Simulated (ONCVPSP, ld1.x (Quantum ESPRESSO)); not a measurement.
**Pseudopotentials across the periodic table**

Generated with ld1.x 7.5 (TM, RRKJ, ultrasoft, PAW), atompaw 4.2 or ONCVPSP 4.0.1. The cutoff is in Ry: for ld1.x and atompaw files where the sum of valence levels is converged to 10 mRy in a Bessel basis, for ONCV files where the hardest occupied wave has 1 mHa per electron of residual kinetic energy. The error is the largest all-electron minus pseudo excitation energy over each file’s own four to seven test configurations (ionisations up to +4, promotions, holes and added fractions of an electron), all of which were solved. The labels leave out finer settings (local radius, basis sizes, second energies), which also bear on the numbers. Spin-polarised tests are not counted. The rows are a selection from randomly drawn settings: files with unsolved tests, undetermined cutoffs or missed reference levels are left out.

A true bound ghost makes a file unfit for plane-wave use even where its test errors are small: the radial tests pick states by their node count and pass the ghost by.

```csv
element,potential,cutoff (Ry),largest error (meV),bound ghosts
Cr,"ONCV, LDA (Perdew-Wang 92), scalar-relativistic, rc 1.35/0.95/2.10 (spd), local smoothed, core correction yes, reference 3s2 3p6 3d4 4s2, qcut 8/8/8.3, projectors 2/2/2",149,+1004,none
Tc,"ONCV, PBE, scalar-relativistic, rc 1.50/1.10/1.85/1.95 (spdf), local smoothed, core correction yes, reference 4s2 4p6 4d4, qcut 8/8.5/9.5/5.5, projectors 2/2/3/2",68,+5.6,none
Ru,"ONCV, LDA (Perdew-Wang 92), fully relativistic, rc 1.50/1.25/1.65 (spd), local smoothed, core correction no, reference 4s2 4p6 4d6, qcut 8.7/7.3/10.9, projectors 2/2/1",57,+3.5,none
Pd,"ONCV, PW91, scalar-relativistic, rc 1.55/1.10/2.00 (spd), local smoothed, core correction yes, reference 4s2 4p6 4d8, qcut 8.1/7.3/9.5, projectors 2/2/2",147,+4.2,none
Lu,"ONCV, PBE, fully relativistic, rc 2.00/1.60/2.05/1.15 (spdf), local smoothed, core correction no, reference 4f13.5 5s2 5p6 5d1.5 6s2, qcut 7.5/8/5.4/13.3, projectors 3/1/1/2",173,+55,"s, p3/2, p1/2"
Hg,"ONCV, PBEsol, scalar-relativistic, rc 1.50/1.44/2.20 (spd), local smoothed, core correction yes, reference 5s2 5p6 5d10 6s2, qcut 10.6/7.2/7.2, projectors 2/2/2",72,-305,none
```

(1) Fill in the row for Al: TM, PBE, non-relativistic, rc 1.95/2.15 (sp), local s, core correction yes, reference 3s1 3p2.

(2) Fill in the row for Cd: ONCV, PW91, scalar-relativistic, rc 1.60/1.05/1.75 (spd), local smoothed, core correction no, reference 4s2 4p6 4d10 5s2, qcut 7.3/6.8/10.5, projectors 3/2/2.

Results:

(1) cutoff 8 Ry, largest error +3.3 meV, bound ghosts: none.

(2) cutoff 325 Ry, largest error -16 meV, bound ghosts: none.
